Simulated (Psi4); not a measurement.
Complex: H2O (SMILES O) (first 3 atoms) with HF (SMILES F); geometry from B3LYP-D3(BJ)/def2-TZVP.
(charge 0, multiplicity 1):
```xyz
5

O     -0.08492    -0.27219     0.32202
H      0.72395    -0.75194     0.11141
H     -0.11087     0.48919    -0.26825
F     -0.26856     0.38243     2.86667
H     -0.23814     0.12511     1.95839
```

Level of theory: Psi4 1.11 with SAPT0/jun-cc-pV(D+d)Z.

### Question
Which attractive term is largest, and how does the interaction split up?

### Answer
electrostatics -64.7, exchange 56.3, induction -24.3, dispersion -7.9, total -40.6 kJ/mol; the largest attraction is electrostatics.
